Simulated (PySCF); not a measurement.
revPBE on C⁻ (carbon, charge -1), [He] 2s2 2p3, high-spin 4S determinant. Calculation: PySCF 2.14, in x2c-TZVPPall with one added diffuse shell each of s, p, d type (6s4p3d1f, 40 functions); scalar relativity by spin-free X2C-1e.

```
cycle= 1 E= -37.9129962436404  delta_E= -0.00278  |g|= 0.0578  |ddm|= 0.322
cycle= 2 E= -37.9006478955638  delta_E= 0.0123  |g|= 0.134  |ddm|= 0.291
cycle= 3 E= -37.9166041337806  delta_E= -0.016  |g|= 0.013  |ddm|= 0.161
cycle= 4 E= -37.9167760180334  delta_E= -0.000172  |g|= 0.000417  |ddm|= 0.0187
cycle= 5 E= -37.9167762104392  delta_E= -1.92e-07  |g|= 7.14e-05  |ddm|= 0.000794
cycle= 6 E= -37.9167762152363  delta_E= -4.8e-09  |g|= 7.42e-06  |ddm|= 0.000113
cycle= 7 E= -37.9167762152909  delta_E= -5.46e-11  |g|= 7.29e-07  |ddm|= 1.21e-05
converged SCF energy = -37.9167762152909  <S^2> = 3.7530415  2S+1 = 4.0015204
```

Highest occupied orbital energy: 1.989 eV; ⟨L²⟩ = 0.00; populations by l: s 4.00, p 3.00, d 0.00, f 0.00.

Problem. Can this result be used?

Solution. With care. The run converged. At revPBE the highest occupied level has a positive energy, so only the finite basis holds that electron; in a semilocal or global hybrid functional this comes from self-interaction and does not mean that the real anion is unbound.
